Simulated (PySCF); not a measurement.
HfF3Cl, SMILES [Cl][Hf]([F])([F])[F], multiplicity 1.

Coordinates come from a B3LYP-D3(BJ)/def2-SVP optimisation. The spin state was assumed, not searched. The structure was generated by enumeration; whether it is a known compound was not checked. The def2 effective core potentials stand for the cores of Hf; spin–orbit coupling is left out.

The numbers are results of PBE/def2-TZVP (PySCF), not measurements.

The molecule is in vacuum.

Question: Estimate the frontier levels, gap, dipole moment and polarisability. (An estimate is asked for; the answer gives what the named calculation found.)

Answer: 
```yaml
highest_occupied_level: -8.55 eV
lowest_empty_level: -2.15 eV
orbital_gap: 6.40 eV
dipole_moment: 0.05 D
quadrupole, principal values (traceless, Buckingham form, about the centre of nuclear charge): -0.24, -0.24, 0.48 D·Å
mean_static_polarisability: 47.1 bohr³ (6.98 Å³)
polarisability_principal_values: 42.3, 42.3, 56.7 bohr³
```
